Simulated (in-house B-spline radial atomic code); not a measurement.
The outermost shell (largest non-relativistic mean radius) with and without relativity; Dirac values are averaged over j. Computed with a B-spline radial code for spherical atoms: non-relativistic Hartree-Fock and Dirac-Hartree-Fock, averages of the configuration (point nuclei without relativity, finite nuclei with it).

| ion | configuration | outermost shell | radius non-relativistic (bohr) | radius Dirac (bohr) | radius change (%) | level non-relativistic (eV) | level Dirac (eV) | spin-orbit splitting (eV) |
| --- | --- | --- | --- | --- | --- | --- | --- | --- |
| Al+ | [Ne] 3s2 | 3s | 2.4297 | 2.4253 | -0.18155 | -17.750 | -17.782 | - |
| Si+ | [Ne] 3s2 3p1 | 3p | 2.4701 | 2.4702 | 0.0039453 | -15.942 | -15.931 | 0.037774 |
| P+ | [Ne] 3s2 3p2 | 3p | 2.1466 | 2.1463 | -0.013099 | -18.917 | -18.904 | 0.064047 |
| S+ | [Ne] 3s2 3p3 | 3p | 1.9033 | 1.9028 | -0.029851 | -21.984 | -21.971 | 0.10086 |
| Cl+ | [Ne] 3s2 3p4 | 3p | 1.7126 | 1.7118 | -0.046966 | -25.157 | -25.144 | 0.15055 |
| Ar+ | [Ne] 3s2 3p5 | ? | ? | ? | ? | ? | ? | ? |
| K+ | [Ne] 3s2 3p6 | ? | ? | ? | ? | ? | ? | ? |
| Ca+ | [Ar] 4s1 | 4s | 3.7285 | 3.7138 | -0.39462 | -11.329 | -11.373 | - |

(1) Fill in the row of Ar+.

(2) Fill in the row of K+.

(3) Which member changes most?

Answers

(1) outermost shell: 3p; radius non-relativistic (bohr): 1.5585; radius Dirac (bohr): 1.5574; radius change (%): -0.064762; level non-relativistic (eV): -28.445; level Dirac (eV): -28.432; spin-orbit splitting (eV): 0.21573.

(2) outermost shell: 3p; radius non-relativistic (bohr): 1.4313; radius Dirac (bohr): 1.4301; radius change (%): -0.083331; level non-relativistic (eV): -31.852; level Dirac (eV): -31.84; spin-orbit splitting (eV): 0.29926.

(3) Calcium (Ca+): its 4s shell contracts by 0.4 %.
